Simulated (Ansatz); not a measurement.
Mulliken charges of `[SeH][SnH3]` from ωB97M-V/def2-TZVPP in Ansatz (PBE0-D4/def2-TZVP geometry).

```csv
atom,x (Å),y (Å),z (Å),charge (e)
Se1,1.631,1.071,0.151,-0.304
Sn2,-0.286,-0.568,-0.081,0.458
H3,0.717,2.213,0.277,0.078
H4,0.456,-2.089,-0.261,-0.074
H5,-1.218,-0.172,-1.453,-0.078
H6,-1.257,-0.520,1.321,-0.078
```

**Question.** By hand: the dipole of these point charges (1 e Å = 4.8032 D).

**Answer.** Σ q r = (-0.412, -0.205, -0.032) e Å, of length 0.461 e Å = 2.21 D.

**Question.** How does the dipole of the full density compare? (Best estimate.)

**Answer.** Computed: (-0.263, -0.091, -0.015) e Å, 1.34 D; the point charges give 1.65 times that, at 7° from its direction.

Point charges leave out the atoms' own dipoles, such as those of lone pairs, and Mulliken's split depends on the basis, so the two needn't agree.
